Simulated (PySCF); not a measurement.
**Iron: a sound run and one with changed settings**

Sound run: Fe [Ar] 3d6 4s2, Fe⁺ [Ar] 3d6 4s1. All numbers are calculated (PySCF 2.14, the spin-free X2C one-electron Hamiltonian (Gaussian nucleus), in x2c-TZVPall). In the sound run the correlated levels freeze [Ar]. The sound run starts from symmetry-adapted Hartree-Fock orbitals and uses a fine grid where one is needed.

Changed run: all electrons correlated in a basis built for the valence shell.

```tsv
species	method	sound run (hartree)	changed run (hartree)	converged
Fe	MP2	-1271.48427	-1271.76893	yes
Fe⁺	MP2	-1271.21433	-1271.49519	yes
```

Ionisation energy of Fe:

```tsv
method	sound run (eV)	changed run (eV)
UHF	6.438	6.438
MP2	7.345	7.449
SCS-MP2	7.501	7.517
```

A valence basis has no tight correlating functions, so it recovers only part of the core correlation, and not evenly between atom and ion.

For comparison, NIST gives 7.902 eV between the lowest levels.
